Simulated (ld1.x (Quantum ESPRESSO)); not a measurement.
**Ranking PAW potentials for silver (Ag)**

All share these settings but for the change named:

- Element: Ag
- Generator: ld1.x (Quantum ESPRESSO) 7.5
- Type: PAW
- Functional: BP86
- Relativity: scalar-relativistic
- Frozen core: [Kr]
- Valence charge: 11
- Reference configuration: 4d10 5s1 5p0
- Partial waves: 5s (bound): rcut 1.95, rcutus 2.20 bohr; 5s channel at 0.25 Ry: rcut 1.95, rcutus 2.20 bohr; 5p (bound, empty): rcut 3.50, rcutus 4.50 bohr; 5p channel at 1.4 Ry: rcut 3.50, rcutus 4.50 bohr; 4d (bound): rcut 1.40, rcutus 1.80 bohr; 4d channel at -0.1 Ry: rcut 1.40, rcutus 1.80 bohr
- Local potential: all-electron potential smoothed inside 1.70 bohr (lloc = -2)
- Core correction: Bessel-smoothed model core inside 1.45 bohr
- Augmentation charge: GAUSS, radius 1.10 bohr

Cutoff: the first of the cutoffs (Ry, on a coarse ladder) from which the occupation-weighted sum of valence levels, in a spherical-Bessel basis at the reference potential, stays within 10 and 1 mRy of its value at 400 Ry; the density cutoff is not measured.

The base gives 35 Ry.

Of 12 variants that were run, those that failed, showed a ghost or another fault, or gave nearly equal values are left out.

A variant can come out equal or close to the base.

**Question.** Rank these variants from softest to hardest (loose cutoff).
A. waves 4d (bound): rcut 1.40, rcutus 1.50 bohr; 4d channel at -0.1 Ry: rcut 1.40, rcutus 1.50 bohr
B. reference 4d9 5s2 5p0
C. all radii but the core radius scaled by about 1.18 (s 2.60, p 5.30, d 2.12 bohr, rcut 2.30/4.12/1.66); local potential all-electron potential smoothed inside 2.00 bohr (lloc = -2); augmentation GAUSS, radius 1.30 bohr

**Answer.** C (25 Ry), B (35 Ry), A (50 Ry).
